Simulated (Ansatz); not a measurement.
Consider the substitution at a C–In bond: `[Cl][In]([Cl])[CH]1BO1` + H₂Se → `[SeH]C1BO1` + `[Cl][InH][Cl]`.

Calculated with Ansatz (gas phase, PBE0-D4/def2-TZVP geometries, no zero-point term in ΔE). CCSD(T)/CBS adds triple-zeta CCSD(T) − MP2 to the extrapolated MP2 energy (def2 sets, frozen cores). Functionals use def2-TZVPP. B3LYP here is the variant with VWN-RPA as its local correlation; programs differ in this. HSE06 is defined as in plane-wave codes. def2 core potentials past Kr. For In, Se outer-core shells are correlated without core-valence functions, which leaves a few kJ/mol of doubt a bond. Scalar relativity is left out up to krypton. One conformer a species, not always the lowest.

`[Cl][In]([Cl])[CH]1BO1`:

```xyz
8

Cl    0.001   -2.710   -1.535
In    0.412   -1.396    0.329
Cl    1.616   -2.479    1.987
C    -0.189    0.641    0.445
B    -0.288    1.566   -0.748
O    -1.424    1.012   -0.340
H    -0.204    1.056    1.451
H     0.077    2.311   -1.589
```

H₂Se:

Cartesian coordinates in Å:
```
Se -0.444 -0.109 -0.509
H -0.065 -0.850 0.699
H 0.509 0.959 -0.189
```

`[SeH]C1BO1`:

Cartesian coordinates in Å:
```
Se -0.332 0.867 -1.693
C 0.383 -0.333 -0.388
B 0.021 -0.345 1.075
O 1.154 0.270 0.758
H -1.534 1.229 -0.930
H 0.938 -1.134 -0.863
H -0.630 -0.555 2.041
```

`[Cl][InH][Cl]`:

```xyz
4

Cl    1.269    1.577    0.848
In   -0.009   -0.025   -0.223
Cl   -1.180   -1.337    1.279
H    -0.079   -0.215   -1.904
```

Task: Is it downhill or uphill in electronic energy at CCSD(T)/CBS, and by how much? (Best estimate.)

Result: Ansatz gave: Uphill: ΔE = +5.4 kcal/mol.

Task: What do these levels give: PBE-D4, BLYP-D4, ωB97X-V, PBE-QIDH, revPBE, BLYP, PBE0, B3LYP, r2SCAN0, HSE06, MP2/def2-TZVPP, CCSD/CBS(def2)? (Best estimate.)

Result: The calculation gave: PBE-D4 3.8, BLYP-D4 4.3, ωB97X-V 4.0, PBE-QIDH 4.3, revPBE 4.0, BLYP 4.3, PBE0 3.7, B3LYP 4.2, r2SCAN0 3.9, HSE06 3.8, MP2/def2-TZVPP 5.3, CCSD/CBS(def2) 5.4 kcal/mol.

Largest T1 diagnostic among the species: 0.015.

In def2-TZVPP, CCSD(T) changes the Hartree–Fock value by +1.0 kcal/mol (the triples alone add +0.0 kcal/mol) and MP2 by +1.1 kcal/mol. Leaving LDA and LC-ωPBE aside and taking each functional with its dispersion term where it has one, the values, not all of them listed here, spread over 1.9 kcal/mol, from B97M-V to BHLYP-D4. LDA lies −1.1 kcal/mol from PBE without D4. At CCSD(T), def2-SVP lies +1.2 kcal/mol from the extrapolated value and def2-TZVPP −0.2 kcal/mol.
